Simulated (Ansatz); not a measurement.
Worked example: GeH3(CH3) + C2H7BS2 → GeH2(CH3)(SH) + C2H7BS

Species: GeH3(CH3) (methyl germane), singlet; C2H7BS2 `CCB(S)S`, singlet; GeH2(CH3)(SH), singlet; C2H7BS `CCBS`, singlet. The partners trade H for SH: Ge–H and B–SH bonds give way to Ge–SH and B–H.

Shapes, held fixed at every level: PBE0-D4/def2-TZVP. Flexible molecules stand in one conformer, not always the lowest. Programs: Ansatz 0.2.0. The zero-point and thermal change to 298 K, harmonic and unscaled (PBE0-D4/def2-TZVP), is +2.0 kJ/mol.

At CCSD(T)/def2-TZVPP; 1 Eh = 2625.50 kJ/mol:

| species | energy (Eh) |
| --- | --- |
| GeH3(CH3) | -2117.237880 |
| C2H7BS2 | -900.600729 |
| GeH2(CH3)(SH) | -2515.006755 |
| C2H7BS | -502.823131 |

Task: Work out ΔH(298 K) of the reaction at this level.

Result: 
1. Products less reactants: (-2515.006755) + (-502.823131) − [(-2117.237880) + (-900.600729)] = 0.008723 Eh = +22.9 kJ/mol.
2. With the thermal change: +22.9 + (+2.0) = +24.9 kJ/mol.

Other levels give +21.2 (B2PLYP/def2-TZVPP) to +28.2 kJ/mol (PBE-D4/def2-TZVPP). No measured value is set beside it here. Relativity is left out for Ge unless named. Correlated rows may include outer-core shells of Ge, which these sets cover unevenly.
